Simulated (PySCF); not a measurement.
Vertical excitations of a molecule CH10O2Si3 from PySCF with TDA-PBE/def2-SVPD, as energy in eV (oscillator strength): 6.11 (0.003), 6.45 (0.000), 6.50 (0.003), 6.69 (0.001), 6.84 (0.004), 6.96 (0.022). Lowest triplet (TDA): 5.97 eV. The structure is a stationary point at B3LYP-D3(BJ)/def2-SVP. Other conformers were not sampled.

Pick the molecule that these values belong to.
(A) O[SiH](O)[SiH2]C[SiH3]
(B) C[SiH](O[SiH3])O[SiH3]
(C) OC[Si@H]([SiH3])[SiH2]O
(D) C[Si@@](O)([SiH3])[SiH2]O

B, C[SiH](O[SiH3])O[SiH3]
